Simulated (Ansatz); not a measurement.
Mulliken charges of `CC#[C][GeH2][Cl]` from PBE/def2-TZVPP in Ansatz (PBE0-D4/def2-TZVP geometry).

```
atom   x (Å)   y (Å)   z (Å)  charge (e)
  C1  -1.403  -1.737   0.486      -0.295
  C2  -0.478  -0.659   0.213      -0.286
  C3   0.291   0.243  -0.020       0.143
 Ge4   1.493   1.644  -0.378       0.349
 Cl5   0.619   2.920  -1.880      -0.294
  H6  -2.294  -1.364   0.997       0.120
  H7  -0.938  -2.494   1.123       0.119
  H8  -1.719  -2.221  -0.441       0.121
  H9   1.711   2.510   0.866       0.012
 H10   2.802   1.107  -0.961       0.012
```

Task: By hand: the dipole of these point charges (1 e Å = 4.8032 D).

Result: Σ q r = (0.391, -0.235, 0.412) e Å, of length 0.615 e Å = 2.95 D.

Task: How does the dipole of the full density compare? (Estimate.)

Result: The calculation gave: (-0.076, -0.492, 0.332) e Å, 2.87 D; the point charges give 1.03 times that, at 53° from its direction.

Point charges leave out the atoms' own dipoles, such as those of lone pairs, and Mulliken's split depends on the basis, so the two needn't agree.
